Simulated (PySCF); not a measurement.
**`[SiH3][Si@@H](C#N)[Si@@H](O)[SiH3]`, CH9NOSi4**

Geometry (Å), atoms numbered from 1 in this order:
```xyz
16

N     0.1469   -3.3236   -1.1193
C     0.4606   -2.2483   -0.8691
Si    0.9628   -0.5050   -0.4181
Si    2.8951   -0.6608    0.8686
Si   -0.9717    0.4647    0.4274
O    -0.2561    1.8214    1.0209
Si   -2.7670    0.9785   -0.9512
H     1.2649    0.0189   -1.7707
H     2.6079   -1.2486    2.1811
H     3.4522    0.6752    1.1038
H     3.9514   -1.4684    0.2525
H    -1.4573   -0.2957    1.6024
H    -0.7325    2.4855    1.5102
H    -2.5798    2.2575   -1.6498
H    -4.0406    1.1140   -0.2313
H    -2.9442   -0.0563   -1.9689
```

Computed with PySCF 2.14.0, TDDFT LC-wPBE/aug-cc-pVDZ circular dichroism and optical rotation, one conformer, gas phase. Geometry: GFN2-xTB.

The molecule is flexible and this is one conformer; a measurement averages over conformers.

Question: Draw the ECD and absorption spectra from the lowest 12 states, each a Gaussian of half-width 0.35 eV at 1/e height.

Answer: 
| E (eV) | λ (nm) | Δε (L mol⁻¹ cm⁻¹) | ε (L mol⁻¹ cm⁻¹) |
| --- | --- | --- | --- |
| 5.41 | 229 | -4.09 | 1020 |
| 5.56 | 223 | -11.44 | 2890 |
| 5.71 | 217 | -21.50 | 5730 |
| 5.86 | 212 | -24.99 | 8100 |
| 6.01 | 206 | -10.27 | 8680 |
| 6.16 | 201 | +22.19 | 8340 |
| 6.31 | 197 | +54.21 | 9040 |
| 6.46 | 192 | +65.37 | 11300 |
| 6.61 | 188 | +54.77 | 13500 |
| 6.76 | 183 | +39.26 | 13900 |
| 6.91 | 179 | +30.90 | 12100 |
| 7.06 | 176 | +26.95 | 9910 |
| 7.21 | 172 | +19.59 | 9100 |
| 7.36 | 168 | +3.81 | 9660 |
| 7.51 | 165 | -23.95 | 11300 |
| 7.66 | 162 | -61.80 | 14600 |
| 7.81 | 159 | -92.06 | 18500 |

Δε uses R in velocity form, ε uses f in length form. Only the states computed contribute, so the short-wavelength end is incomplete.
